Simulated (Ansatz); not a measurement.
## Which isomer of FGeH6NP+ gives these data?

These gas-phase data were calculated for one isomer of FGeH6NP+ at PBE0-D3(BJ)/def2-SVP (harmonic, unscaled wavenumbers; equilibrium rotational constants with average atomic masses):

| Item | Value |
| --- | --- |
| rotational constants | 5.058, 2.388, 1.787 GHz |
| all wavenumbers above 1500 cm⁻¹ | 3565, 3528, 3419, 2394, 2231, 2199, 1623, 1608 |

Candidates:

(1) `[NH3+][GeH2][PH]F`, a singlet
(2) `[NH3+][Ge@H]([F])[PH2]`, a singlet

Problem. Which candidate do the data belong to?

Solution. Candidate (1). 2 modes lie between 1900 and 2250 cm⁻¹, one for each Ge–H bond, while (2) has 1.

The same quantities for all candidates:

```tsv
	rotational constants (GHz)	wavenumbers above 1500 cm⁻¹	E above the lowest, PBE0-D3(BJ)/def2-SVP (kcal/mol)
(1)	5.058, 2.388, 1.787	3565, 3528, 3419, 2394, 2231, 2199, 1623, 1608	18.3
(2)	5.016, 2.38, 1.97	3557, 3541, 3435, 2437, 2417, 2222, 1614, 1608	0.0
```

Each candidate is one conformer. Programs: Ansatz 0.2.0.
